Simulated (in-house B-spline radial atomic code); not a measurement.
A run on neutral terbium that did not converge. Method: scalar-relativistic (X2C) wB97X, spin-polarised, spherical fractional occupations, Fermi nucleus of rms radius 5.06 fm; computed with an all-electron radial atomic-structure program (B-spline basis).

Command:
```bash
python run_scf.py task.json out
```
Settings (nuclear radius in fm, mass in u):
```
Z                65
configuration    [Xe] 4f9 6s2
hamiltonian      x2c
method           wb97x
spin_polarised   True
nucleus          fermi
rms_radius       5.06
atomic_mass      158.92535
speed_of_light   137.035999084
```

First and last ten iterations of the last attempt (damped for 15 steps, keeping 80 % of the old Fock matrix, then DIIS):
```
 iter        energy (Eh)    residual
    1      -11664.359335    7.01e-01
    2      -11670.648019    1.21e+00
    3      -11689.360584    7.88e-01
    4      -11699.395753    4.89e-01
    5      -11704.457489    3.11e-01
    6      -11706.849197    2.12e-01
    7      -11707.915923    1.41e-01
    8      -11708.378544    9.21e-02
    9      -11708.584813    6.37e-02
   10      -11708.684998    5.07e-02
  111      -11708.803488    1.69e-02
  112      -11708.802872    1.71e-02
  113      -11708.810299    1.36e-02
  114      -11707.369065    1.13e-01
  115      -11707.389276    1.12e-01
  116      -11707.385958    1.12e-01
  117      -11707.386466    1.12e-01
  118      -11707.388940    1.12e-01
  119      -11707.388275    1.12e-01
  120      -11707.386064    1.12e-01
 not converged after 120 iterations
```

The smallest residual met was 1.4e-02; the threshold is about 6e-07. No energy from this run should be used. Run time, properties included: 44 s on 1 thread of Arm Neoverse V2, on a shared host.
